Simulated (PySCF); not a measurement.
**PBE on Ar⁺ (argon, charge +1)**

Configuration: [Ne] 3s1 3p5 4s1, high-spin 4P determinant (an excited configuration). Computed with PySCF 2.14 in dyall-av3z (19s12p3d2f, 84 functions), with no relativity, point nucleus.

```
Total energy                                                  : -525.6269 hartree
One-electron energy                                           : -713.9663 hartree
Hartree (Coulomb) energy                                      : 218.3766 hartree
Exchange-correlation energy                                   : -30.0372 hartree
Kinetic energy                                                : 525.08673 hartree
⟨S²⟩                                                          : 3.7517
⟨L²⟩                                                          : 2.883
Sum of ⟨r⟩                                                    : 15.57 bohr
Sum of ⟨r²⟩                                                   : 30.99 bohr²
Traceless quadrupole moment −½Σ⟨3z² − r²⟩ along its main axis : -1.79 e·bohr²
Density at the nucleus (Gaussians lack the cusp)              : 3820 bohr⁻³
Spin density at the nucleus                                   : 19.3 bohr⁻³
Langevin diamagnetic susceptibility                           : -24.5 ×10⁻⁶ cm³/mol
```

```json
{"shell": "1s α", "electrons": "1", "mean orbital energy (hartree)": "-115.03060", "spread (hartree)": "0", "rms radius, mean of both spins (bohr)": "0.0999"}
{"shell": "1s β", "electrons": "1", "mean orbital energy (hartree)": "-115.01016", "spread (hartree)": "0", "rms radius, mean of both spins (bohr)": "0.0999"}
{"shell": "2s α", "electrons": "1", "mean orbital energy (hartree)": "-11.66825", "spread (hartree)": "0", "rms radius, mean of both spins (bohr)": "0.453"}
{"shell": "2s β", "electrons": "1", "mean orbital energy (hartree)": "-11.64637", "spread (hartree)": "0", "rms radius, mean of both spins (bohr)": "0.453"}
{"shell": "2p α", "electrons": "3", "mean orbital energy (hartree)": "-9.28548", "spread (hartree)": "0.03372", "rms radius, mean of both spins (bohr)": "0.420"}
{"shell": "2p β", "electrons": "3", "mean orbital energy (hartree)": "-9.26030", "spread (hartree)": "0.01413", "rms radius, mean of both spins (bohr)": "0.420"}
{"shell": "3s α", "electrons": "1", "mean orbital energy (hartree)": "-1.61475", "spread (hartree)": "0", "rms radius, mean of both spins (bohr)": "1.43"}
{"shell": "3p α", "electrons": "3", "mean orbital energy (hartree)": "-1.06611", "spread (hartree)": "0.06183", "rms radius, mean of both spins (bohr)": "1.60"}
{"shell": "3p β", "electrons": "2", "mean orbital energy (hartree)": "-0.97112", "spread (hartree)": "0", "rms radius, mean of both spins (bohr)": "1.60"}
{"shell": "4s α", "electrons": "1", "mean orbital energy (hartree)": "-0.30958", "spread (hartree)": "0", "rms radius, mean of both spins (bohr)": "3.82"}
```

The outer electron is Rydberg-like, and this basis confines it to a smaller radius and binds it less than a complete one would.
